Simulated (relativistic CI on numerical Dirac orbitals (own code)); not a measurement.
## Line list: Electric-dipole lines, S II

Computed by Dirac-Coulomb-Breit CI, orbitals from a KLI potential per configuration, QED by a radiative potential, valence Slater integrals scaled by 0.85, P86 correlation energy added to each configuration (own radial code, finite nucleus).

CI space (outside the closed core [Ne]): 3s²3p³, 3s3p⁴, 3s²3p²3d, 3s²3p²4s, 3s²3p²4p, 3p⁵, 3s3p³3d, 3s²3p²5s, 3s²3p²4d, 3s²3p²5p, 3s²3p²4f, 3s²3p²6s, 3s²3p²5d, 3s²3p²6p, 3s²3p²5f, 3s²3p²5g, 3s²3p4s4p, 3s²3p²6d, 3s²3p3d4p, 3s3p³4s, 3s²3p3d², 3s²3d³, 3s²3d²4s, 3s²3d²4p, 3s3p3d³, 3s²3d²5s, 3s²3p4s², 3s²3d4s², 3s²4s²4p, 3s3p3d4s², 3s²4s²5s, 3s²3p3d4s, 3s²3d4s4p, 3s3p3d²4s, 3s²3d4s5s, 3p³3d², 3p²3d³, 3p²3d²4s, 3p²3d²4p, 3p²3d²5s, 3s²3p4p², 3s²3d4p², 3s²4s4p², 3s²4p³, 3s3p3d4p², 3s²4p²5s. Double excitations out of closed p, d and f shells are left out; levels of such configurations are missing from the list, as are those of other unlisted configurations, and high levels can miss mixing partners. These lack a partner that the ground configuration has and come out too high: 3s²3p²4d, 3s²3p²5p, 3s²3p²4f, 3s²3p²6s, 3s²3p²5d.

```
λ vac (nm)                Lower                 Upper   A (s⁻¹)  E lower (cm⁻¹)  E upper (cm⁻¹)
    194.88      3s3p⁴ ⁴P5/2 [6]  3s²3p²4p ²D°3/2 [41]  5.12e+06         86689.6        138002.3
    198.36      3s3p⁴ ⁴P5/2 [6]  3s²3p²4p ⁴P°3/2 [39]  2.70e+07         86689.6        137104.2
    518.93  3s²3p²4s ⁴P5/2 [15]  3s²3p²4p ⁴P°5/2 [40]  6.79e+07        118137.7        137408.0
    549.22  3s²3p²4s ²D5/2 [29]  3s²3p²4p ²F°7/2 [57]  8.11e+07        130240.1        148447.6
    552.10  3s²3p²4s ²D3/2 [30]  3s²3p²4p ²F°5/2 [56]  7.92e+07        130242.0        148354.7
    558.26  3s²3p²4s ⁴P3/2 [14]  3s²3p²4p ⁴D°5/2 [34]  6.08e+07        117691.2        135603.9
    560.54  3s²3p²4s ⁴P5/2 [15]  3s²3p²4p ⁴D°7/2 [35]  7.66e+07        118137.7        135977.8
```

Terms are leading LS components. Brackets give the number of a level in order of energy, since labels repeat. The list gives strong lines, with weight on those to low levels, without lines whose two gauges differ by over a factor of 2.5, among the lowest 252 of 2890 levels, so that lines to higher ones, which can be the strongest, are missing, and without lines across small gaps between configurations, and without 282 lines that miss the measured interval by over 3.5 %, start from a term whose rates miss tabulated ones by over 60 %, have gauges far apart or, lacking measured levels, span too small a gap for the errors found; lines with a level outside our table were not tested and can miss by more. Levels whose partners in the same complex of configurations lie outside the list can be far off, and so can their lines. Rates are taken at the computed energies, electric ones in the length gauge.

For a near-neutral ion this model can misplace configurations by up to about 10,000 cm⁻¹ (more where the count of f electrons changes) and terms by 10 to 25 % of their spread. Rates follow the energies as ν³ (E1, M1) or ν⁵ (E2), so they and the lifetimes can be off by large factors. The fine structure of a lone outer electron comes out too small, for d and f at times inverted, and misplaced configurations move strength between like terms. 54 of the 56 excited levels that our extract of the measured tables holds in this range could be paired (the sources list more); they are missed by 7796 cm⁻¹ on average and 10242 at most, and levels without a partner can miss by more.
